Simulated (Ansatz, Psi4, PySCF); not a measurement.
Cl (SMILES [Cl-]), charge -1, singlet. Base run: B3LYP5/6-311G** run with PySCF.

Input for PySCF:
```python
from pyscf import gto, scf, dft

mol = gto.M(
    atom='''
Cl    0.000000    0.000000    0.000000
''',
    basis='6-311g**',
    charge=-1,
    spin=0,
    verbose=4,
)

mf = dft.RKS(mol)
mf.xc = 'b3lyp5'
mf.kernel()
```

The same geometry, method and basis name were run in Ansatz (a first-principles code) and Psi4 and PySCF, at each program's defaults and at the settings that a row names. The base is PySCF at its defaults. Differences at the defaults can come from grids, fitting, cores and function types together.

```csv
code and settings,ΔE vs base (mEh),basis functions,E (Eh),SCF cycles
"PySCF, defaults (exact integrals, its default grid, spherical functions)",0.000,26,-460.23201,6
"Psi4, defaults (density fitting with its default set, its default grid, spherical functions)",-0.178,26,-460.23219,9
"Ansatz, defaults (factorised integrals, its default grid, Cartesian functions)",-0.571,27,-460.23259,-
"PySCF, density fitting with def2-universal-jkfit",-0.224,26,-460.23224,6
"PySCF, fine grid",0.000,26,-460.23201,6
"Psi4, exact integrals, spherical functions, fine grid",0.000,26,-460.23201,10
"Ansatz, high accuracy, Cartesian functions as the basis file defines them",-0.579,27,-460.23259,-
```
